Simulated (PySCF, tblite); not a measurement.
Scan of H2B (anion, charge -1), singlet: symmetric bend, bond length relaxed. Scanned: H-B-H angle. Other coordinates (B-H bond length) were minimised at PBE0/def2-TZVP.

GFN2-xTB, 300 K electronic temperature (tblite); CCSD(T) on RHF/aug-cc-pVDZ, 1 core orbital frozen (PySCF).

Energies relative to the lowest point of each profile, in eV; the last columns give the difference from CCSD(T):

| a / ° | GFN2-xTB | CCSD(T) | GFN2-xTB − CCSD(T) |
|---|---|---|---|
| 180 | 2.477 | 0.945 | 1.532 |
| 170 | 2.282 | 0.903 | 1.380 |
| 160 | 1.936 | 0.784 | 1.152 |
| 150 | 1.483 | 0.614 | 0.869 |
| 140 | 1.019 | 0.422 | 0.597 |
| 130 | 0.609 | 0.239 | 0.369 |
| 120 | 0.288 | 0.092 | 0.196 |
| 110 | 0.080 | 0.006 | 0.074 |
| 100 | 0.000 | 0.000 | 0.000 |
| 90 | 0.073 | 0.092 | -0.019 |
| 80 | 0.340 | 0.293 | 0.047 |
| 70 | 0.877 | 0.610 | 0.268 |
| 60 | 1.817 | 1.039 | 0.778 |

GFN2-xTB is furthest from CCSD(T) at 180 (1.532 eV, above); its mean absolute difference over the points is 0.560 eV.
